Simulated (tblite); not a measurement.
Q: Give a GFN2-xTB geometry of `C=CPCC(C)(C)C`.

A: 
```xyz
23
C7H15P angstrom
C      3.9256   -0.7456   -0.2412
C      2.9739    0.1195    0.0719
P      1.4315    0.3588   -0.8543
C      0.2660   -0.0260    0.5538
C     -1.2143    0.1647    0.2019
C     -1.4847    1.6404   -0.0877
C     -2.0648   -0.2874    1.3929
C     -1.5714   -0.6697   -1.0275
H      3.8178   -1.4325   -1.0657
H      4.8516   -0.8027    0.3092
H      3.1143    0.8194    0.8890
H      1.4298   -0.9174   -1.4311
H      0.5338    0.6547    1.3694
H      0.4510   -1.0481    0.8970
H     -1.3026    2.2443    0.7987
H     -2.5167    1.7873   -0.3982
H     -0.8300    1.9909   -0.8841
H     -1.8029    0.2738    2.2877
H     -3.1203   -0.1265    1.1852
H     -1.9138   -1.3458    1.5953
H     -2.6349   -0.5958   -1.2439
H     -1.0189   -0.3115   -1.8954
H     -1.3250   -1.7176   -0.8667
```

Orientation and origin are arbitrary. Atoms count from 1 in this order. The 5 C–C bonds span 1.324 Å (C1=C2, drawn double) to 1.533 Å (C4–C5, drawn single), a spread of 0.209 Å. P3 (phosphine phosphorus) is pyramidal (angles 97.0°, 96.8° and 95.2°, sum 289.0°, 0.84 Å off the plane of its three neighbours). Of the pairs four or more bonds apart, P3···H22 is among the closest relative to their van der Waals radii: 2.75 Å, 92 % of the sum of Bondi's values. The C–P distances run from 1.815 Å (C2–P3, drawn single) to 1.868 Å (P3–C4, drawn single), a spread of 0.053 Å.

Bonds between heavy atoms (Å): C1=C2 1.324, C2–P3 1.815, P3–C4 1.868, C4–C5 1.533, C5–C6 1.528, C5–C7 1.532, C5–C8 1.528.

Structure optimised with GFN2-xTB, isolated species.

Point group: C1 (no symmetry element, even within 0.4 Å). Its GFN2-xTB frequencies are all real (lowest 46 cm⁻¹). One conformer, not necessarily the lowest (C1–C2–P3–C4 122°, C2–P3–C4–C5 176°). 3 starts were optimised and ended at 0.00, 0.00 and 0.61 kcal/mol (GFN2-xTB); the lowest of these is shown.

The run took 1.3 s on one thread, Arm Neoverse V2 (aarch64), no GPU (shared host). That covers the optimisation of the geometry.

All values are computed, not measured.
